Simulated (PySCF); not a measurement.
Input for PySCF: R-HF/3-21G on SnSe, 2S+1 = 1, a spin state set in the input, which need not be the lowest, a point of a bond scan (R = 2.335 Å).

```python
from pyscf import gto, scf, dft, mp
from pyscf.data.elements import chemcore

mol = gto.M(
    atom='''
    Se    0.00000000    0.00000000    0.00000000
    Sn    0.00000000    0.00000000    2.33477900
    ''',
    basis='3-21g',
    charge=0, spin=0, verbose=3, max_memory=1800)
mf = scf.RHF(mol)
mf.conv_tol = 1e-8
mf.max_cycle = 100
mf.kernel()
if not mf.converged:
    mf = mf.newton().run(mf.mo_coeff, mf.mo_occ)
```

Program output:

```
converged SCF energy = -8384.7998126876
```

Self-consistency was reached.

Cost: about 0.24 core-seconds (a rough figure).
